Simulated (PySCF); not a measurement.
Record of a relaxation.

Compound: C6H12Ge.
SMILES with atom numbers: `[CH2:1]1[CH2:2][C@H:3]([CH:4]2[CH2:5][CH2:6]2)[GeH2:7]1` (hydrogens: H8, H9 on C1; H10, H11 on C2; H12 on C3; H13 on C4; H14, H15 on C5; H16, H17 on C6; H18, H19 on Ge7)

Computed by this run: PySCF, PBE0-D3(BJ)/def2-SVP geometry optimisation, gas phase; density fitting, grid level 1; the optimiser is geomeTRIC in internal coordinates, started from a GFN2-xTB structure with every atom displaced at random (about 0.01 Å). 4 of its 6 geometries are shown. The frame can shift and turn from step to step; on so coarse a grid that alone can change the energy by a few meV, and forces under 0.02 eV/Å are noise.

Step 0: E = -62908.2902 eV, largest atomic force 2.746 eV/Å
```
atom  x, y, z in Å  |  force x, y, z in eV/Å
C1     -1.963   -0.711    0.206   -0.654   1.185  -0.453
C2     -1.199   -0.625   -1.121    0.349   0.255   0.819
C3     -0.154    0.470   -0.838    1.501  -0.298   0.312
C4      1.267   -0.084   -0.555   -2.628   0.755   0.260
C5      2.162    0.611    0.375    0.065   0.817   0.616
C6      1.561   -0.693    0.771    0.169  -0.164   0.063
Ge7    -1.232    1.081    0.728   -0.366  -0.630  -0.658
H8     -3.040   -0.808    0.064   -0.365  -0.052   0.195
H9     -1.627   -1.488    0.856    0.424  -0.840   0.680
H10    -1.847   -0.304   -1.923   -0.513   0.102  -0.536
H11    -0.755   -1.577   -1.394    0.298  -0.487  -0.351
H12    -0.047    1.181   -1.654   -0.082   0.446  -0.343
H13     1.658   -0.542   -1.433    0.736  -0.594  -0.831
H14     1.777    1.509    0.887    0.141  -0.158  -0.200
H15     3.213    0.649    0.147    0.659   0.040  -0.071
H16     0.802   -0.683    1.548   -0.219  -0.046   0.135
H17     2.205   -1.558    0.795    0.316  -0.446   0.076
H18    -2.135    2.281    0.443   -0.184   0.144  -0.151
H19    -0.677    1.300    2.119    0.352  -0.029   0.438
```

Step 2: E = -62908.4935 eV, largest atomic force 0.048 eV/Å
```
atom  x, y, z in Å  |  force x, y, z in eV/Å
C1     -1.896   -0.610    0.316   -0.011  -0.037   0.024
C2     -1.086   -0.544   -1.002    0.003  -0.009  -0.021
C3      0.007    0.527   -0.707   -0.015  -0.019  -0.019
C4      1.361   -0.053   -0.387   -0.006   0.022  -0.042
C5      2.331    0.637    0.524    0.008   0.013  -0.001
C6      1.701   -0.659    0.945    0.011  -0.012   0.022
Ge7    -1.135    1.144    0.805    0.018  -0.004   0.010
H8     -2.984   -0.720    0.207    0.000   0.008  -0.002
H9     -1.536   -1.398    0.995    0.013   0.028  -0.020
H10    -1.736   -0.203   -1.825    0.007   0.009   0.010
H11    -0.659   -1.512   -1.317   -0.008   0.000   0.003
H12     0.118    1.257   -1.525   -0.009   0.009   0.007
H13     1.814   -0.560   -1.250    0.008  -0.003   0.038
H14     1.993    1.553    1.020   -0.004  -0.012   0.004
H15     3.392    0.640    0.260   -0.004   0.002  -0.011
H16     0.954   -0.630    1.744    0.008   0.007   0.000
H17     2.325   -1.556    0.959   -0.007  -0.008  -0.001
H18    -2.022    2.356    0.458   -0.001   0.009  -0.010
H19    -0.528    1.350    2.209   -0.012  -0.002   0.007
```

Step 3: E = -62908.4940 eV, largest atomic force 0.046 eV/Å
```
atom  x, y, z in Å  |  force x, y, z in eV/Å
C1     -1.897   -0.612    0.316   -0.022   0.003  -0.011
C2     -1.088   -0.545   -1.003    0.006   0.002   0.005
C3      0.006    0.525   -0.707    0.012  -0.021  -0.006
C4      1.361   -0.053   -0.387   -0.037   0.026   0.007
C5      2.332    0.639    0.521    0.004   0.001  -0.004
C6      1.703   -0.656    0.947    0.016  -0.006  -0.001
Ge7    -1.135    1.142    0.806    0.004  -0.006  -0.005
H8     -2.985   -0.722    0.208    0.003  -0.001   0.002
H9     -1.534   -1.400    0.993    0.017  -0.003   0.006
H10    -1.737   -0.201   -1.824   -0.004   0.006   0.000
H11    -0.663   -1.514   -1.320   -0.001  -0.003  -0.001
H12     0.116    1.257   -1.523   -0.003   0.010   0.001
H13     1.816   -0.564   -1.246    0.012  -0.014   0.001
H14     1.995    1.555    1.018   -0.003  -0.006   0.002
H15     3.392    0.642    0.253    0.002   0.004  -0.004
H16     0.959   -0.624    1.748   -0.001   0.006   0.001
H17     2.326   -1.554    0.961   -0.003  -0.002   0.001
H18    -2.020    2.355    0.457    0.000   0.003  -0.005
H19    -0.532    1.346    2.211   -0.003   0.002   0.012
```

Step 5: E = -62908.4944 eV, largest atomic force 0.021 eV/Å
```
atom  x, y, z in Å  |  force x, y, z in eV/Å
C1     -1.896   -0.619    0.317   -0.003   0.016  -0.013
C2     -1.090   -0.547   -1.004    0.001   0.000   0.007
C3      0.004    0.522   -0.706    0.005   0.006   0.001
C4      1.360   -0.052   -0.386   -0.004  -0.009   0.018
C5      2.334    0.644    0.514    0.001  -0.003  -0.005
C6      1.709   -0.649    0.949    0.000   0.003  -0.007
Ge7    -1.139    1.137    0.808   -0.003  -0.004   0.002
H8     -2.984   -0.732    0.212    0.001  -0.011   0.005
H9     -1.525   -1.403    0.993    0.002  -0.004   0.005
H10    -1.742   -0.198   -1.821   -0.002   0.000  -0.001
H11    -0.667   -1.514   -1.325   -0.001  -0.001  -0.004
H12     0.111    1.257   -1.520    0.004   0.000   0.001
H13     1.814   -0.570   -1.242   -0.003  -0.001  -0.009
H14     1.998    1.560    1.010    0.000   0.003  -0.001
H15     3.392    0.649    0.238    0.001   0.003   0.002
H16     0.970   -0.610    1.755   -0.002   0.001   0.000
H17     2.330   -1.549    0.964    0.001   0.002   0.001
H18    -2.023    2.350    0.454   -0.001  -0.003  -0.001
H19    -0.543    1.342    2.217    0.002   0.003  -0.001
```

**Question.** Summarise the path.

**Answer.** The energy falls by 19.70 kJ/mol from step 0 to step 5; nine tenths of that is first reached at step 1. It falls at every step. The largest force goes from 2.746 to 0.021 eV/Å. Among the bonds C3–C4 changes most, from 1.552 to 1.507 Å; the atoms move by 0.059 Å rms after alignment.

**Question.** Follow the three bonds and two angles with the largest change from start to end.

**Answer.** 
```tsv
step	E above end (kJ/mol)	largest force (eV/Å)	C3–C4 (Å)	C4–H13 (Å)	C4–C5 (Å)	C5–C4–H13 (°)	C6–C4–H13 (°)
0	19.70	2.746	1.552	1.064	1.466	120.2	119.1
1	0.63	0.315	1.507	1.105	1.499	115.2	114.7
2	0.09	0.048	1.507	1.099	1.499	115.1	114.6
3	0.04	0.046	1.508	1.098	1.499	114.9	114.4
4	0.01	0.034	1.507	1.098	1.499	114.8	114.2
5	0.00	0.021	1.507	1.098	1.499	114.7	114.1
```

The cost below is that of the whole optimisation. Hardware: an Arm Neoverse N1 with one thread, no GPU, shared host. Cost: 2.6 min of wall time, 0.77 GiB resident at most.
